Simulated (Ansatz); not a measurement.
Coupled-cluster run, GaH₃S₂, SMILES `[SH][GaH][SH]`.

```yaml
crystal:
  periodic: [false, false, false]
  atoms:
    - {symbol: S, position_ang: [-1.531100, 1.122800, -0.909156]}
    - {symbol: Ga, position_ang: [0.165612, 0.021529, -0.055459]}
    - {symbol: S, position_ang: [-0.383310, -1.371645, 1.550211]}
    - {symbol: H, position_ang: [-0.763084, 1.795210, -1.782250]}
    - {symbol: H, position_ang: [1.629984, 0.211922, -0.545789]}
    - {symbol: H, position_ang: [0.881889, -1.779815, 1.742443]}
basis:
  gaussian: {orbitals: def2-QZVPP}
correlation: {method: ccsd_t}
```

```sh
$ ansatz run in.yaml --threads 2 --pin off --events-out ev --progress --plain --max-ram 20480MiB --backend cuda --devices 0, --max-vram 18GiB
```

Output of Ansatz, abridged:

```
Functional definition: HF
1955 factors; integrals over basis functions are off by at most 9.8e-4 eV
mean field evaluation 1: about -74019.4677 eV, gradient 1.9e1 eV
mean field evaluation 2: about -74019.5648 eV, gradient 2.0e1 eV
mean field evaluation 4: about -74021.0090 eV, gradient 3.6e0 eV
mean field evaluation 8: about -74021.0511 eV, gradient 3.2e-1 eV
mean field evaluation 16: about -74021.0518 eV, gradient 1.9e-6 eV
mean field -74021.05184010 eV, -2720.2234818527 hartree, gradient 1.9e-6 eV, S^2 0.000000; 0 other end points of the search recorded, 0 dependent functions left out
19 core orbitals not correlated: weight in the atoms' cores, before any rotation towards them, 1.000 or more for the frozen orbitals, at most 0.000 for the correlated occupied ones
reference -74021.05184010 eV, -2720.2234818527 hartree; 14, 14 occupied and 286, 286 virtual orbitals, 1955 factors
second order -23.44626244 eV of doubles, -0.00000000 eV of singles
cycle   1  -23.09279692 eV  change    3.5e-1 eV  update   1.0e-1
cycle   2  -23.66621019 eV  change   -5.7e-1 eV  update   3.2e-2
cycle   3  -23.75285437 eV  change   -8.7e-2 eV  update   1.6e-2
cycle   4  -23.73762348 eV  change    1.5e-2 eV  update   3.9e-3
cycle   5  -23.73477608 eV  change    2.8e-3 eV  update   1.5e-3
cycle   6  -23.73525397 eV  change   -4.8e-4 eV  update   4.7e-4
cycle   7  -23.73492469 eV  change    3.3e-4 eV  update   1.8e-4
cycle   8  -23.73491285 eV  change    1.2e-5 eV  update   5.8e-5
cycle   9  -23.73496129 eV  change   -4.8e-5 eV  update   2.0e-5
cycle  10  -23.73495510 eV  change    6.2e-6 eV  update   6.9e-6
perturbative correction -0.96348672 eV, -0.0354074839 hartree
Total energy: -74045.75028192 eV, -2721.1311328483 hartree
```

It took 5 s on 2 threads of an AMD EPYC 7R13 on a shared host and a share of an NVIDIA H100 80 GB, with 1.4 GiB of host memory at the peak.

The correlation energy is -24.698 eV, 3.9 % of it from (T); the T1 diagnostic reads 0.0131.
